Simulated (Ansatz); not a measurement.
Abridged output of a molecular run in Ansatz:

```
Functional definition: HF
1156 factors; integrals over basis functions are off by at most 1.3e-3 eV
mean field evaluation 1: about -14359.6946 eV, gradient 6.4e1 eV
mean field evaluation 2: about -14359.8369 eV, gradient 6.4e1 eV
mean field evaluation 4: about -14368.0500 eV, gradient 4.1e0 eV
mean field evaluation 8: about -14368.1495 eV, gradient 6.1e-1 eV
mean field evaluation 16: about -14368.1521 eV, gradient 2.2e-6 eV
mean field -14368.15212760 eV, -528.0198516058 hartree, gradient 2.2e-6 eV, S^2 0.000000; 0 other end points of the search recorded, 0 dependent functions left out
9 core orbitals not correlated: weight in the atoms' cores, before any rotation towards them, 1.000 or more for the frozen orbitals, at most 0.000 for the correlated occupied ones
reference -14368.15212760 eV, -528.0198516058 hartree; 22, 22 occupied and 80, 80 virtual orbitals, 1156 factors
second order -26.12092002 eV of doubles, -0.00000000 eV of singles
cycle   1  -25.67074144 eV  change    4.5e-1 eV  update   1.5e-1
cycle   2  -26.38216169 eV  change   -7.1e-1 eV  update   4.9e-2
cycle   3  -26.61042451 eV  change   -2.3e-1 eV  update   2.9e-2
cycle   4  -26.60165183 eV  change    8.8e-3 eV  update   8.0e-3
cycle   5  -26.59175756 eV  change    9.9e-3 eV  update   3.5e-3
cycle   6  -26.59232046 eV  change   -5.6e-4 eV  update   1.2e-3
cycle   7  -26.59207498 eV  change    2.5e-4 eV  update   4.3e-4
cycle   8  -26.59175652 eV  change    3.2e-4 eV  update   1.8e-4
cycle   9  -26.59173099 eV  change    2.6e-5 eV  update   6.8e-5
cycle  10  -26.59181528 eV  change   -8.4e-5 eV  update   2.9e-5
cycle  11  -26.59177647 eV  change    3.9e-5 eV  update   1.4e-5
perturbative correction -0.77802181 eV, -0.0285917743 hartree
Total energy: -14395.52192588 eV, -529.0256731410 hartree
```

Its atoms:

Cartesian coordinates in Å:
```
O -1.6248 -0.4986 -1.7289
C -0.9409 0.2667 -1.1160
O -0.9866 1.5981 -1.2813
In 0.5126 -0.3057 0.4040
O 0.1397 -0.7481 2.2991
O 2.4313 -0.5650 0.0307
H -1.6469 1.7874 -1.9718
H -0.7836 -0.6692 2.5493
H 2.8991 -0.8657 0.8149
```

Q: Which basis set was used?
A. def2-SVPD
B. cc-pV(T+d)Z
C. def2-SVP
D. def2-TZVPP

A: C. It gives 111 functions.

Q: Write the keys of the input that set method, charge and spin (a neutral closed shell needs none for the last two).

A: 
```yaml
correlation: {method: ccsd_t}
```
